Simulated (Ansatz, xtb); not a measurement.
GaH4NZn: which of two structures lies lower

We compare X, a singlet given by its coordinates, with Y, a singlet given by its coordinates. Both are isolated molecules in the gas phase, relaxed with B3LYP/6-31G*.

X (Å):

```
atom    x (Å)    y (Å)    z (Å)
  Ga  -0.0456   1.3652   0.3735
   N   0.4477  -0.1312  -0.5982
  Zn  -2.5801   1.0788   0.8790
   H  -0.3037   2.6739  -0.4685
   H   0.3215   1.3373   1.9073
   H   0.5479  -1.0334  -0.1489
   H   0.1737  -0.2353  -1.5678
```

Close contacts (Å): Ga1–N2 1.85, Ga1–Zn3 2.60, Ga1–H4 1.58, Ga1–H5 1.58, N2–H6 1.01, N2–H7 1.01.

Y (Å):

```tsv
atom	x (Å)	y (Å)	z (Å)
Ga	0.3299	-1.8200	1.7262
N	-0.6490	-1.0231	-0.0246
Zn	0.8257	0.2821	-0.1677
H	-0.7621	-1.7072	-0.7734
H	1.5849	-0.3646	1.2293
H	-1.5878	-0.6693	0.1620
H	1.2108	1.4400	-1.1192
```

Close contacts (Å): Ga1–N2 2.16, Ga1–Zn3 2.87, N2–Zn3 1.97, Ga1–H5 1.98, N2–H4 1.02, N2–H6 1.02, Zn3–H5 1.72, Zn3–H7 1.55.

Question: Which of the two would you expect CCSD(T)/def2-TZVP electronic energies to favour?

Answer: Structure X; the calculation gives E(Y) − E(X) = +3.2 kcal/mol.

Level by level:

```
            level      geometry  E(Y) − E(X) (kcal/mol)  departure from the last row (kcal/mol)  job, with rough time for the two
     B3LYP/6-31G*  B3LYP/6-31G*                     −12.9                                   −16.0             optimisation, 2.1 min
     HF/def2-TZVP  B3LYP/6-31G*                      −0.3                                    −3.4           part of the CCSD(T) run
    MP2/def2-TZVP  B3LYP/6-31G*                      +3.1                                     0.0           part of the CCSD(T) run
CCSD(T)/def2-TZVP  B3LYP/6-31G*                      +3.2                                                     single point, 1.7 min
```

B3LYP/6-31G* puts the two in the other order. HF/def2-TZVP finds them nearly level. The largest departure from CCSD(T)/def2-TZVP is that of B3LYP/6-31G*, 16.0 kcal/mol. Levels run at GFN2-xTB geometries aren't shown.

With harmonic frequencies from B3LYP/6-31G* (ideal gas, rigid rotor, one conformer each, 298.15 K, 1 atm): on the last row, ΔE + ΔZPE = +2.1 kcal/mol. A mode under 50 cm⁻¹ makes harmonic enthalpies and free energies unreliable, so none is given.

The correlated steps freeze 15 core orbitals; the filled d shell of Ga is correlated; the last core shell of Zn is correlated, in a basis made for valence electrons. Programs: Ansatz 0.2.0; the last row on 2 threads of Intel(R) Xeon(R) Platinum 8259CL CPU @ 2.50GHz (Skylake/Cascade Lake) on a shared host.
